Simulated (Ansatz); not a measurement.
Ansatz (a quantum-chemistry and plane-wave program) input:

Ansatz 0.2 input:
```yaml
crystal:
  periodic: [false, false, false]
  atoms:
    - {symbol: F, position_ang: [-1.06983530, -0.20220814, 0.03222829]}
    - {symbol: C, position_ang: [-0.02402531, 0.42395307, -0.00257683]}
    - {symbol: F, position_ang: [1.08585217, -0.08042724, -0.03051041]}
basis:
  gaussian:
    orbitals: aug-cc-pVTZ
total_charge: 1
magnetization: {spin_polarized: true, initial_magnetization: 1}
correlation: {method: ccsd_t, electrons: outside_noble_gas}
```

**Question.** Predict the final energy.

**Answer.** -237.02103 Eh (CCSD(T)/aug-cc-pVTZ). The basis has 138 functions.
